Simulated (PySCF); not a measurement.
# Field gradients at the hydrogen positions

Compound: C7H10F2O2.
Geometry (GFN2-xTB, Å), atoms numbered from 1 in this order:
```xyz
21
C7H10F2O2 angstrom
C      2.5920    0.7126    0.0726
O      1.3477    0.3356    0.6283
C      0.6738   -0.6885   -0.0571
C     -0.1704   -0.1811   -1.2433
F      0.6544    0.2936   -2.2437
C     -1.1164    0.9193   -0.7825
C     -2.0739    0.3675    0.2775
C     -1.2847   -0.2237    1.4163
O     -1.3705    0.1131    2.5624
C     -0.3030   -1.3096    0.9564
F     -0.9957   -2.3353    0.3485
H      2.4827    1.1333   -0.9297
H      2.9943    1.4684    0.7434
H      3.2754   -0.1423    0.0310
H      1.3823   -1.4536   -0.4127
H     -0.7153   -1.0248   -1.6852
H     -1.6753    1.3044   -1.6363
H     -0.5229    1.7320   -0.3584
H     -2.6880   -0.4245   -0.1592
H     -2.7243    1.1553    0.6575
H      0.2287   -1.7348    1.8138
```

Level: PBE0/pcSseg-1 (PySCF, non-relativistic); Q(2H) = 0.00286 b; rigid geometry, the same for H and D, with no vibrational averaging.

Question: Rank these positions by the coupling χzz of a deuteron there, largest first.
A. H12 (methyl hydrogen)
B. H20 (methylene hydrogen)
C. H16 (methine hydrogen)

Answer: B (204 kHz), A (196 kHz), C (187 kHz).

Question: Tabulate Vzz, the asymmetry η and χzz = 234.96 MHz × Q × Vzz for every hydrogen position.

Answer: 
```tsv
atom	bonded to	bond length (Å)	Vzz (au)	η	χzz (kHz)
H12	C1	1.092	0.2910	0.08	196
H13	C1	1.088	0.3066	0.07	206
H14	C1	1.095	0.2925	0.09	197
H15	C3	1.102	0.2759	0.07	185
H16	C4	1.097	0.2783	0.07	187
H17	C6	1.091	0.3046	0.02	205
H18	C6	1.092	0.2965	0.03	199
H19	C7	1.093	0.2981	0.01	200
H20	C7	1.090	0.3038	0.02	204
H21	C10	1.095	0.2838	0.06	191
```

Question: How does χzz go with the bond length over the 10 C–H bonds?

Answer: A straight-line fit has a slope of -16.9 kHz for each 0.01 Å, with a correlation coefficient of -0.92, over lengths from 1.088 to 1.102 Å. The longer bonds have the smaller couplings here.

Question: A static deuteron (I = 1) shows a doublet split by (3/2)χ, (3/4)χ(1 + η) and (3/4)χ(1 − η) with the field along z, y and x of the gradient. What are these for H16?

Answer: With |χ| = 187.0 kHz and η = 0.065: 280, 149 and 131 kHz, to first order and without motion.

Isolated species at its GFN2-xTB geometry (one conformer only). GFN2-xTB bond lengths can be off by several hundredths of an ångström, more for odd bonds, and the gradients follow them. These gradients aren't converged with respect to the basis.
